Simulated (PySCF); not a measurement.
**Cl²⁺: excitation energy**

Cl²⁺ [Ne] 3s2 3p3 (4S) → Cl²⁺ [Ne] 3s1 3p4 (4P), as a difference of total energies. Calculation: PySCF 2.14, in aug-cc-pV(Q+d)Z with one added diffuse shell each of s, p, d, f, g type (8s7p6d4f3g, 114 functions); the non-relativistic Hamiltonian (point nucleus). Correlated levels: valence: [Ne] frozen. The calculations carry no spin-orbit coupling.

```csv
method,excitation energy (cm⁻¹)
UHF,103430
LDA,101310
PBE,100370
PBE0,101760
r2SCAN,98242
r2SCANh,98934
M06-L,102740
B3LYP,101910
MP2 (valence),102980
SCS-MP2 (valence),102900
```

A first-order spin-orbit estimate (lowest level to lowest level, LS coupling) adds -0.046 eV.
